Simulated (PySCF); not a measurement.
Cl2H2O2Sn, SMILES [OH][Sn]([OH])([Cl])[Cl].

Coordinates come from a B3LYP-D3(BJ)/def2-SVP optimisation. A frequency run showed that this geometry is not a minimum. The structure was generated by enumeration; whether it is a known compound was not checked. The def2 effective core potentials stand for the cores of Sn; spin–orbit coupling is left out. The values are those of a single conformer.

All values below come from PySCF with PBE/def2-TZVP.

Gas-phase values at a fixed geometry.

The total energy is -1286.04740 hartree and the highest occupied level comes out as -7.78 eV. The lowest empty level is -3.78 eV and the orbital gap is 4.01 eV. The dipole moment is 1.89 D and the quadrupole, principal values (traceless, Buckingham form, about the centre of nuclear charge) is -4.50, -0.05, 4.55 D·Å. The mean static polarisability is 71.2 bohr³ (10.55 Å³) and the polarisability, principal values comes out as 61.6, 72.0, 80.1 bohr³.
